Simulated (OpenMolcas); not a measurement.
Re3+: moving or changing the point charges

Re3+ among 6 point charges of -1.7 e arranged as a trigonal prism (D3h), 2.16 Å from the ion, with a polar angle of 51.6° against the regular 49.1°.
```
   1.6917    0.0000    1.3430  -1.70
  -0.8459    1.4651    1.3430  -1.70
  -0.8459   -1.4651    1.3430  -1.70
   1.6917    0.0000   -1.3430  -1.70
  -0.8459    1.4651   -1.3430  -1.70
  -0.8459   -1.4651   -1.3430  -1.70
```

```json
{
 "Program": "OpenMolcas",
 "Method": "SS-CASPT2, IPEA 0.25 Eh, imaginary shift 0.1 Eh (closed shells correlated: 4f 5s 5p)",
 "Basis": "ANO-RCC-VDZP [7s6p4d2f1g]",
 "Scalar Hamiltonian": "DKH2, point nucleus",
 "Active space": "4 electrons in 5 orbitals (5d)",
 "State averaging": "2S+1 = 5 even, 5 roots; 2S+1 = 3 even, 45 roots; 2S+1 = 1 even, 50 roots",
 "Spin-orbit coupling": "RASSI with atomic mean-field integrals over the reference wave functions"
}
```

Runs around this geometry, states (labels of D3, the rotations of D3h). Energies in cm-1 above the lowest state or level, χT in cm3 K/mol.

```json
{"R (Å)": "2.16", "q (e)": "-1.1", "Polar angle / regular": "1.05", "Ground state": "5E", "First state of that spin": "5A1 4210", "First gap with spin-orbit (degeneracies)": "2740 (1, 2)", "χT at 300 K": "0.106", "First state of another spin": "3A2 12780"}
{"R (Å)": "2", "q (e)": "-1.7", "Polar angle / regular": "1.05", "Ground state": "5E", "First state of that spin": "5A1 9760", "First gap with spin-orbit (degeneracies)": "1940 (1, 2)", "χT at 300 K": "0.219", "First state of another spin": "3A2 7110"}
{"R (Å)": "2.16", "q (e)": "-1.7", "Polar angle / regular": "1.05", "Ground state": "5E", "First state of that spin": "5A1 6740", "First gap with spin-orbit (degeneracies)": "2310 (1, 2)", "χT at 300 K": "0.157", "First state of another spin": "3A2 10290"}
{"R (Å)": "2.3", "q (e)": "-1.7", "Polar angle / regular": "1.05", "Ground state": "5E", "First state of that spin": "5A1 4960", "First gap with spin-orbit (degeneracies)": "2550 (1, 2)", "χT at 300 K": "0.124", "First state of another spin": "3A2 12080"}
{"R (Å)": "2.16", "q (e)": "-1.7", "Polar angle / regular": "1.13", "Ground state": "5E", "First state of that spin": "5E 4240", "First gap with spin-orbit (degeneracies)": "2810 (1, 2)", "χT at 300 K": "0.112", "First state of another spin": "3A2 9580"}
```

Taking the first state of the same spin as R^-n, n = -ln(4960 / 9760) / ln(2.3 / 2) = 4.8 between the shortest and longest distance.

Scaling the charges by -1.1 / -1.7 = 0.65 scales the first state of the same spin by 4210 / 6740 = 0.62; with fixed orbitals a first-order splitting would follow the charge.

Roots that are degenerate in the reference are averaged as groups; the widest CASPT2 spread within a group is 200 cm-1 (the 2-fold group of multiplicity 1 near 20000 cm-1 above the lowest state of its run, R = 2, q = -1.7, ratio = 1.05). Shifts and gaps below about the spread of the groups concerned are not significant. This shell can be high or low spin here, a state of another spin lies low, and with metal d orbitals alone active their balance is uncertain, so the ground spin may be wrong. Point charges give a weaker field than real ligands, and real ions of this kind are as a rule low spin; the high spin found here belongs to the model. Free-ion shares, where given, are those of the reference states; single-state CASPT2 does not remix them. Spin-orbit coupling mixes the spin-free states strongly: the lowest level takes only 46 % from its leading state, 5E (figures for R = 2.16, q = -1.1, ratio = 1.05; the like holds for R = 2, q = -1.7, ratio = 1.05, R = 2.16, q = -1.7, ratio = 1.05, R = 2.3, q = -1.7, ratio = 1.05, R = 2.16, q = -1.7, ratio = 1.13). An orbital doublet at a regular site is open to a Jahn-Teller distortion, which this geometry leaves out (holds for R = 2, q = -1.7, ratio = 1.05; R = 2.16, q = -1.7, ratio = 1.05). This is an electrostatic model: the charges have no orbitals. No measured value stands beside these numbers.
